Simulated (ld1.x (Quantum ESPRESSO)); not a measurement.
## Pseudopotential generation for lead (Pb): ultrasoft, PBEsol, non-relativistic.

ld1.x (Quantum ESPRESSO) 7.5 input, shortened:

```
&input
   title='Pb', zed=82., rel=0, dft='PBESOL', iswitch=3,
   config='[Xe] 4f14 5d10 6s1 6p3'
 /
 &inputp
   pseudotype=3, tm=.true., lloc=-1, rcloc=2.10,
   nlcc=.false.,
   which_augfun='PSQ', rmatch_augfun_nc=.true.
 /
4
6S  1  0   1.00   0.00  1.90  2.50  0.0
6S  1  0   0.00   3.05  1.90  2.50  0.0
6P  2  1   3.00   0.00  2.10  2.80  0.0
6P  2  1   0.00   2.35  2.10  2.80  0.0
 &test
   configts(1)='6s1 6p3'
 /
```

Q: Does the generator finish with these settings?

A: Yes, a potential is produced and its reference levels are reproduced.

Q: Estimate the cutoffs (Ry, on a coarse ladder) from which the occupation-weighted sum of valence levels, in a spherical-Bessel basis at the reference potential, stays within 10 and 1 mRy of its value at 400 Ry.

A: 6 Ry and 8 Ry.

Q: What does a ghost test show?

A: Ghost state, extra bound levels that the all-electron valence spectrum of the same l lacks: d at -3.5 eV. A true bound ghost makes a file unfit for plane-wave use.

Q: Is the overlap operator S = 1 + Σ q|β⟩⟨β| positive definite (Bessel basis up to 400 Ry)?

A: Yes: its lowest eigenvalue is 0.52 (p channel).

Its largest configuration-test error is +24 meV (6s2 6p1). Test run stopped at test 3 of 7 (negative rho).
